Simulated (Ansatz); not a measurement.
System: sum formula GeHF3, charge 0, multiplicity 1. SMILES: [F][GeH]([F])[F]
Geometry: optimised at B3LYP-D3(BJ)/def2-TZVP (Ansatz, a first-principles code).

Wanted: vertical ionisation energy (to the doublet state of charge +1; each state is the SCF solution reached for its spin; the molecule has degenerate orbitals, so one determinant may break the symmetry), in eV. Valence correlation only, unless marked. UHF or UKS for open shells. No spin-orbit coupling. The frozen core is the preceding noble-gas configuration, with the filled d and f shells of earlier blocks. Non-relativistic. CBS marks a two-point X^-3 extrapolation of the correlation energy; Hartree-Fock from the larger set.

```tsv
level	program	vertical ionisation energy (eV)
HF/aug-cc-pVTZ	Ansatz	14.46
HF/aug-cc-pVQZ	Ansatz	14.44
r2SCAN/def2-TZVPD	Ansatz	13.55
wB97X-V/def2-TZVPD	Ansatz	14.30
```

Predict the CCSD(T)/CBS(aug-cc-pVTZ,aug-cc-pVQZ) result (Ansatz).

14.69 eV, so wB97X-V/def2-TZVPD differs from it by -0.39 eV.
